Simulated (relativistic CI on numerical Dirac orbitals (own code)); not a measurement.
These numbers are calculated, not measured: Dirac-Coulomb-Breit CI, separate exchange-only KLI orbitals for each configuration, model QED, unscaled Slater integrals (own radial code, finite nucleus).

The strongest absorption lines from the ground level of an ion, among the configurations computed and to levels below about 158 eV (vacuum wavelength in Å, gf): 142.86 (0.53), 145.53 (3.8), 150.05 (0.4), 151.67 (0.1), 151.68 (1), 151.83 (2.1), 161.49 (0.21), 283.65 (0.19).

(1) Which ion is it?
A. Cu13+
B. Mn9+
C. Co11+
D. Cu11+

Results:

(1) A. Cu13+ has 16 electrons and the ground level 3s2 3p4 3P_2; the strongest line goes to 3s2 3p3 3d 3D°_3. The pattern of lines fixes the number of electrons, and along that sequence the line energies rise steadily with the charge (about as its square where n changes within one kind of shell, about linearly where n is kept but much faster in heavy ions where fine structure, which grows about as Z⁴, sets the gap, and irregularly where shells cross), which fixes Z. Configurations outside the model, such as inner-shell arrays, can give stronger lines. At this charge energies of transitions that change n are usually good to better than 1 %, and those within a shell (Δn = 0) to a few per cent.

LS names give the leading component of a level, which can be under half, so a name can repeat, a term be missing and a line seem to break the LS rules.
